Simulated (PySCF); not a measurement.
C6H14N, doublet, at a GFN2-xTB geometry; B3LYP/STO-3G in PySCF.

PySCF was given this input:
```python
from pyscf import gto, scf, dft

mol = gto.Mole()
mol.atom = '''
    C    -0.78444055    2.31390624   -0.21213019
    C    -0.92158376    0.94288145   -0.72618139
    N    -0.04394399    0.01269195   -0.03996213
    C    -0.37217413   -1.37418904   -0.32035186
    C    -1.54199866   -1.85935503    0.53025707
    C     1.36117018    0.32312723   -0.25379544
    C     2.21178958   -0.09019059    0.94202307
    H    -1.05819233    3.15268870   -0.82042225
    H    -0.49978019    2.47238166    0.80799615
    H    -0.76276961    0.92885085   -1.82472144
    H    -1.95320338    0.58673815   -0.56728675
    H    -0.59962097   -1.52657484   -1.39133346
    H     0.50113629   -1.98333989   -0.08050316
    H    -2.46403595   -1.34597804    0.26894386
    H    -1.69149959   -2.92621058    0.38228199
    H    -1.33130743   -1.67312532    1.57960319
    H     1.74752037   -0.15271108   -1.17231933
    H     1.43569776    1.40702297   -0.38063349
    H     3.24141303    0.22568209    0.79252063
    H     1.82551531    0.37660703    1.84369834
    H     2.20015840   -1.16795700    1.08298302
'''
mol.basis = 'sto-3g'
mol.spin = 1
mol.verbose = 5
mol.build()

mf = dft.ROKS(mol)
mf.xc = 'b3lyp'
mf.kernel()
mf.analyze()
```

It wrote (shortened):

```
PySCF version 2.14.0

[INPUT] verbose = 5
[INPUT] max_memory = 4000
[INPUT] num. atoms = 21
[INPUT] num. electrons = 57
[INPUT] charge = 0
[INPUT] spin (= nelec alpha-beta = 2S) = 1
[INPUT] symmetry False subgroup None
[INPUT] Mole.unit = angstrom
[INPUT] Symbol           X                Y                Z      unit          X                Y                Z       unit  Magmom
[...]
[INPUT] ---------------- BASIS SET ----------------
[INPUT] l, kappa, [nprim/nctr], expnt,             c_1 c_2 ...
[INPUT] H
[...]
                                0.62391373        0.53532814
                                0.1688554         0.44463454
[INPUT] N
[...]
                                18.052312         0.53532814
                                4.8856602         0.44463454
[...]
                                0.8784966         0.39951283
                                0.2857144         0.70011547
[...]
                                0.8784966         0.60768372
                                0.2857144         0.39195739
[INPUT] C
[...]
                                13.045096         0.53532814
                                3.5305122         0.44463454
[...]
                                0.6834831         0.39951283
                                0.2222899         0.70011547
[...]
                                0.6834831         0.60768372
                                0.2222899         0.39195739

nuclear repulsion = 328.516754060458
number of shells = 35
number of NR pGTOs = 147
number of NR cGTOs = 49
basis = sto-3g
ecp = {}

******** <class 'pyscf.dft.roks.ROKS'> ********
method = ROKS
initial guess = minao
damping factor = 0
level_shift factor = 0
DIIS = <class 'pyscf.scf.diis.CDIIS'>
diis_start_cycle = 1
diis_space = 8
diis_damp = 0
SCF conv_tol = 1e-09
SCF conv_tol_grad = None
SCF max_cycles = 50
direct_scf = True
direct_scf_tol = 1e-13
num. doubly occ = 28  num. singly occ = 1
XC library pyscf.dft.libxc version 7.1.2
    S. Lehtola, C. Steigemann, M. J. T. Oliveira, and M. A. L. Marques,  SoftwareX 7, 1–5 (2018)
XC functionals = b3lyp
    P. J. Stephens, F. J. Devlin, C. F. Chabalowski, and M. J. Frisch,  J. Phys. Chem. 98, 11623 (1994)
radial grids:
    Treutler-Ahlrichs [JCP 102, 346 (1995); DOI:10.1063/1.469408] (M4) radial grids

becke partition: Becke, JCP 88, 2547 (1988); DOI:10.1063/1.454033
pruning grids: <function nwchem_prune>
grids dens level: 3
symmetrized grids: False
[...]
converged SCF energy = -288.179247639978
Total Energy =                        -288.179247639977575
[...]
3 C 2pz         -0.01897  -0.07955   0.14191   0.11501
4 C 1s          -0.00738   0.00287   0.00357  -0.00027
4 C 2s           0.34409  -0.13989  -0.15949   0.01677
4 C 2px         -0.03986   0.20069  -0.06535  -0.06990
4 C 2py         -0.09614  -0.13663  -0.09033   0.02102
4 C 2pz         -0.02407   0.09542  -0.05815  -0.08477
5 C 1s          -0.00104   0.00379   0.00268  -0.00144
5 C 2s           0.05703  -0.18429  -0.13933   0.07661
5 C 2px          0.10930   0.12416   0.15816  -0.06488
5 C 2py          0.11453   0.00270  -0.26262  -0.15573
5 C 2pz         -0.10152  -0.12330  -0.15761   0.05657
6 C 1s          -0.00336  -0.00463  -0.00053   0.00214
6 C 2s           0.16207   0.21455   0.01965  -0.10116
6 C 2px         -0.09099  -0.09099  -0.11649   0.03854
6 C 2py         -0.16892  -0.04949   0.20803   0.07597
6 C 2pz          0.10435   0.04820   0.10366   0.01763
7 H 1s           0.17614   0.18593  -0.06193   0.33446
8 H 1s           0.10527  -0.22337   0.18415  -0.32518
9 H 1s           0.01401  -0.15596   0.07669  -0.17984
10 H 1s          0.17553  -0.27957  -0.08320   0.09360
11 H 1s          0.09481  -0.05091  -0.02281   0.08067
12 H 1s          0.23447   0.27090  -0.16890  -0.17528
13 H 1s         -0.19437   0.29721   0.06261  -0.07819
14 H 1s         -0.25397  -0.01075   0.00510  -0.00445
15 H 1s         -0.13458  -0.02191   0.14315   0.06182
16 H 1s         -0.08575  -0.01293  -0.15511  -0.03258
17 H 1s         -0.13403   0.08764   0.23678   0.07957
18 H 1s          0.04604  -0.02291   0.03371   0.00590
19 H 1s         -0.11378  -0.13902  -0.18429   0.02225
20 H 1s         -0.24823  -0.17408   0.15216   0.11351
 ** Mulliken pop on meta-lowdin orthogonal AOs  **
 ** Mulliken pop  **
 ** Mulliken atomic charges  **
charge of    0C =     -0.09722
charge of    1C =     -0.01494
charge of    2N =     -0.17203
charge of    3C =     -0.00984
charge of    4C =     -0.14220
charge of    5C =     -0.00971
charge of    6C =     -0.14240
charge of    7H =      0.04099
charge of    8H =      0.04707
charge of    9H =      0.02671
charge of   10H =      0.04933
charge of   11H =      0.02520
charge of   12H =      0.04531
charge of   13H =      0.04416
charge of   14H =      0.04561
charge of   15H =      0.05142
charge of   16H =      0.02517
charge of   17H =      0.04726
charge of   18H =      0.04544
charge of   19H =      0.05048
charge of   20H =      0.04419
Dipole moment(X, Y, Z, Debye):  0.10498, -0.17574, -0.75797
```
